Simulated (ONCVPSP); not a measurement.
## Before and after: ONCV potential for Tl

```json
{
 "Element": "Tl (Z = 81)",
 "Generator": "ONCVPSP 4.0.1",
 "Type": "optimised norm-conserving Vanderbilt (ONCV)",
 "Functional": "PBE",
 "Relativity": "fully relativistic",
 "Frozen core": "[Xe] 4f14",
 "Valence charge": "13",
 "Reference configuration": "5d10 6s1.5 6p1.5",
 "Partial waves": "6s: rc 1.85 bohr, ncon 4, nbas 7, qcut 2.8 1/bohr, 2 projectors, debl 1 Ha; 6p: rc 2.30 bohr, ncon 3, nbas 7, qcut 3.2 1/bohr, 2 projectors, debl 1.7 Ha; 5d: rc 1.85 bohr, ncon 4, nbas 9, qcut 6.8 1/bohr, 2 projectors, debl 2.1 Ha",
 "Local potential": "polynomial inside 1.45 bohr (lpopt 5, dvloc0 3 Ha)",
 "Core correction": "Teter function, fcfact 4.25, rcfact 1.3"
}
```

Open shells are filled in proportion to 2j + 1.

Change: d: rc 2.24.

Cutoffs: the cutoffs (Ha) at which the residual kinetic energy of the hardest occupied pseudo-wave falls to 1 and 0.1 mHa per electron; they do not see the model core or the augmentation charge, which bear on the density cutoff. Errors are all-electron minus pseudo energies relative to the spin-unpolarised reference configuration.

**Question.** Predict the effect on cutoff, ghosts and configuration errors.

**Answer.** The potential gets softer (20 Ha and 24 Ha → 18 Ha and 22 Ha); both files keep a bound ghost (s); of the 3 tests that both files solve, the error grows in 1 and shrinks in 0 by more than 15 % and 0.3 meV (median size 0.1 → 0.2 meV). A larger radius leaves more room for a smooth pseudo-wave, so fewer plane waves are needed.

```tsv
quantity	base	changed
cutoff, loose	20 Ha	18 Ha
cutoff, tight	24 Ha	22 Ha
loose cutoff by channel	s 10 Ha, p 4.7 Ha, d 20 Ha	s 10 Ha, p 4.7 Ha, d 18 Ha
bound ghosts	s	s
GHOST(+) flags under 300 eV	p3/2 at 53.2 eV, p1/2 at 73.9 eV	p3/2 at 53.2 eV, p1/2 at 73.9 eV
tests with a reliable result	3 of 4	3 of 4
error for 5d10 6s2 6p1, meV [ΔE -3.59 eV]	0.0	0.0
error for 5d10 6s2 6p0, meV [ΔE 1.68 eV]	-0.1	-0.2
error for 5d10 6s0 6p3, meV [ΔE 11.37 eV]	-2.1	-2.9
s: phases at 1.88 bohr within 0.05 rad from the reference energy up to (Ha; the scan ends near 5)	to the end of the scan	to the end of the scan
p3/2: phases at 2.34 bohr within 0.05 rad from the reference energy up to (Ha; the scan ends near 5)	1.9	1.9
p1/2: phases at 2.34 bohr within 0.05 rad from the reference energy up to (Ha; the scan ends near 5)	2.5	2.5
rms error of d²Exc/dni dnj with the model core, mHa	4.26	4.26
```

 A true bound ghost makes a file unfit for plane-wave use even where its test errors are small: the radial tests pick states by their node count and pass the ghost by.
